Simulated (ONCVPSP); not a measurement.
## What one change does to a pseudopotential (praseodymium (Pr), ONCV)

ONCVPSP 4.0.1 input, shortened (lines: element, Z, core and valence counts, functional; n l f; lmax; l rc ep ncon nbas qcut; lloc lpopt rc5 dvloc0; l nproj debl; icmod fcfact rcfact), PBEsol, fully relativistic:

```
  Pr 59.00   10    4  -116133      upf
    1    0    2.00
    2    0    2.00
    2    1    6.00
    3    0    2.00
    3    1    6.00
    3    2   10.00
    4    0    2.00
    4    1    6.00
    4    2   10.00
    4    3    2.00
    5    0    2.00
    5    1    6.00
    5    2    1.00
    6    0    1.00
    2
    0    1.90    0.00    3    8    6.10
    1    2.25    0.00    5    9    6.80
    2    3.25    0.00    4    8    4.60
    4    3    1.85    6.00
    0    2    4.00
    1    2    2.80
    2    2    3.10
    3    2.25    1.30
```

Open shells are filled in proportion to 2j + 1.

Change: s: qcut 4.4.

Cutoffs: the cutoffs (Ha) at which the residual kinetic energy of the hardest occupied pseudo-wave falls to 1 and 0.1 mHa per electron; they do not see the model core or the augmentation charge, which bear on the density cutoff. Errors are all-electron minus pseudo energies relative to the spin-unpolarised reference configuration.

**Question.** Predict the effect on cutoff, ghosts and configuration errors.

**Answer.** The potential gets harder (15 Ha and 18 Ha → 15 Ha and 50 Ha); the bound ghost in s disappears; of the 3 tests that both files solve, the error grows in 0 and shrinks in 1 by more than 15 % and 0.3 meV (median size 3.5 → 2.4 meV); the range in which the s phases agree narrows (upper end at the end of the scan → 2.0).

| quantity | base | changed |
| --- | --- | --- |
| cutoff, loose | 15 Ha | 15 Ha |
| cutoff, tight | 18 Ha | 50 Ha |
| loose cutoff by channel | s 13 Ha, p 15 Ha, d 6.5 Ha | s 9.4 Ha, p 15 Ha, d 6.5 Ha |
| bound ghosts | s | none |
| GHOST(+) flags under 300 eV | p3/2 at 42.1 eV | p3/2 at 42.1 eV |
| tests counted as reliable (solved cleanly; for ONCVPSP, near-neutral configurations with less than one 5d electron left out) | 3 of 4 | 3 of 4 |
| error for 5s2 5p6 5d1 6s2, meV [ΔE -6.20 eV] | +0.2 | 0.0 |
| error for 5s2 5p6 5d1 6s0, meV [ΔE 11.21 eV] | +3.5 | +2.4 |
| error for 5s2 5p6 5d0 6s0, meV [ΔE 30.52 eV] | -20 | -21 |
| s: phases at 1.93 bohr within 0.05 rad from the reference energy up to (Ha; the scan ends near 5) | to the end of the scan | 2.0 |
| p3/2: phases at 2.28 bohr within 0.05 rad from the reference energy up to (Ha; the scan ends near 5) | 1.5 | 1.5 |
| p1/2: phases at 2.28 bohr within 0.05 rad from the reference energy up to (Ha; the scan ends near 5) | to the end of the scan | to the end of the scan |
| d5/2: phases at 3.30 bohr within 0.05 rad from the reference energy up to (Ha; the scan ends near 5) | to the end of the scan | to the end of the scan |
| d3/2: phases at 3.30 bohr within 0.05 rad from the reference energy up to (Ha; the scan ends near 5) | to the end of the scan | to the end of the scan |
| rms error of d²Exc/dni dnj with the model core, mHa | 4.90 | 4.61 |

 A true bound ghost makes a file unfit for plane-wave use even where its test errors are small: the radial tests pick states by their node count and pass the ghost by.
